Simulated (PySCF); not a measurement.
# `CC(C)[C@@H]1C=NNC1`, C6H12N2

Molfile (atoms numbered from 1):
```
C6H12N2
     RDKit          3D

 20 20  0  0  0  0  0  0  0  0999 V2000
    1.1109   -1.3155   -0.1709 C   0  0  0  0  0  0  0  0  0  0  0  0
    1.0142    0.1143    0.3552 C   0  0  0  0  0  0  0  0  0  0  0  0
    1.7625    1.0832   -0.5576 C   0  0  0  0  0  0  0  0  0  0  0  0
   -0.4463    0.5648    0.5553 C   0  0  2  0  0  0  0  0  0  0  0  0
   -1.1922   -0.3519    1.5011 C   0  0  0  0  0  0  0  0  0  0  0  0
   -2.1677   -0.9632    0.9657 N   0  0  0  0  0  0  0  0  0  0  0  0
   -2.2384   -0.6686   -0.3522 N   0  0  0  0  0  0  0  0  0  0  0  0
   -1.3534    0.4538   -0.6848 C   0  0  0  0  0  0  0  0  0  0  0  0
    0.7052   -1.3926   -1.1764 H   0  0  0  0  0  0  0  0  0  0  0  0
    2.1510   -1.6335   -0.1993 H   0  0  0  0  0  0  0  0  0  0  0  0
    0.5578   -1.9962    0.4720 H   0  0  0  0  0  0  0  0  0  0  0  0
    1.4867    0.1447    1.3448 H   0  0  0  0  0  0  0  0  0  0  0  0
    2.8055    0.7879   -0.6432 H   0  0  0  0  0  0  0  0  0  0  0  0
    1.7242    2.0955   -0.1608 H   0  0  0  0  0  0  0  0  0  0  0  0
    1.3293    1.0903   -1.5550 H   0  0  0  0  0  0  0  0  0  0  0  0
   -0.4261    1.5874    0.9473 H   0  0  0  0  0  0  0  0  0  0  0  0
   -0.9201   -0.5180    2.5253 H   0  0  0  0  0  0  0  0  0  0  0  0
   -3.1775   -0.6672   -0.7224 H   0  0  0  0  0  0  0  0  0  0  0  0
   -0.8070    0.2199   -1.5994 H   0  0  0  0  0  0  0  0  0  0  0  0
   -1.9238    1.3757   -0.8478 H   0  0  0  0  0  0  0  0  0  0  0  0
  1  2  1  0
  2  3  1  0
  2  4  1  0
  4  5  1  0
  5  6  2  0
  6  7  1  0
  7  8  1  0
  8  4  1  0
  1  9  1  0
  1 10  1  0
  1 11  1  0
  2 12  1  0
  3 13  1  0
  3 14  1  0
  3 15  1  0
  4 16  1  1
  5 17  1  0
  7 18  1  0
  8 19  1  0
  8 20  1  0
M  END
```

Computed with PySCF, GIAO B97-2/pcSseg-1 magnetisability, rotational g tensor and spin-rotation constants, non-relativistic, gas phase. Geometry: GFN2-xTB.

Problem. Give the nuclear spin-rotation constants along the inertial axes (H = +C I·J) beside the isotropic shieldings.

Solution. Rotational constants 3.8006, 1.5252, 1.4291 GHz. A star marks the isotopologue with that one atom substituted, in its own axes.
```csv
atom,isotope,Caa (kHz),Cbb (kHz),Ccc (kHz),mean (kHz),σ (ppm)
N6,14N,0.636,0.345,0.270,0.417,-115.3
N7,14N,0.469,0.109,0.110,0.229,120.0
H9,1H,-0.427,-0.090,-0.048,-0.188,31.2
H10,1H,-0.052,-0.127,-0.152,-0.110,31.1
H11,1H,-0.144,-0.076,-0.156,-0.125,30.7
H12,1H,-0.357,-0.070,-0.066,-0.165,30.2
H13,1H,-0.024,-0.131,-0.152,-0.102,30.7
H14,1H,-0.403,-0.131,-0.013,-0.182,30.9
H15,1H,-0.401,-0.072,-0.072,-0.182,31.0
H16,1H,-0.367,-0.116,0.012,-0.157,28.7
H17,1H,-0.407,0.030,-0.037,-0.138,25.7
H18,1H,0.065,-0.120,-0.137,-0.064,27.0
H19,1H,-0.222,-0.142,-0.011,-0.125,28.4
H20,1H,-0.373,0.019,-0.107,-0.154,28.5
C1,13C*,0.561,0.212,0.196,0.323,169.1
C2,13C*,0.639,0.249,0.241,0.376,152.5
C3,13C*,0.549,0.224,0.224,0.332,163.3
C4,13C*,0.722,0.292,0.312,0.442,130.8
C5,13C*,1.067,0.596,0.442,0.702,46.9
C8,13C*,0.614,0.303,0.284,0.400,139.0
```
For the geometry as given, no vibrational averaging.

Problem. How do the rotational constants and the g tensor change when H9, H10, H11, H12, H13, H14, H15, H16, H17, H18, H19, H20 are replaced by deuterium?

Solution. Constants 2.9476, 1.3001, 1.2134 GHz; g -0.0125, -0.0073, -0.0075, against -0.0158, -0.0088, -0.0083 before.
